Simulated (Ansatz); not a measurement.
The cluster Bi2Te3⁻. Charge -1, multiplicity 2. Geometry r2SCAN-D4/def2-SVPD, basis def2-TZVPD, Ansatz.

```xyz
5

Bi    1.417    0.018   -1.291
Bi   -1.306    1.385   -0.222
Te   -3.037   -0.288    1.073
Te    1.676   -2.654   -0.775
Te    1.250    1.539    1.215
```

```
run  HOMO (eV)  LUMO (eV)
  A      -1.08      -0.78
  B      -1.27      -0.91
  C      -2.10      -0.48
  D      -1.52      -0.91
```

In the def2 sets Bi, Te take a core potential; there is no spin–orbit coupling. Another isomer (doublet) lies 0.37 eV lower at PBE0-D4/def2-TZVPD; other spin states weren't run for this one.

HOMO and LUMO are taken over both spins.

Task: The runs used BLYP, PBE, PBE0, r2SCAN. Estimate which is which.

Result: A BLYP (0 % exact exchange); B PBE (0 % exact exchange); C PBE0 (25 % exact exchange); D r2SCAN (0 % exact exchange). Exact exchange lowers occupied and raises empty levels; among semilocal functionals meta-GGAs tend to open the gap a little, and such runs are hard to tell apart. The gap grows from 0.30 eV (BLYP) to 1.62 eV (PBE0).
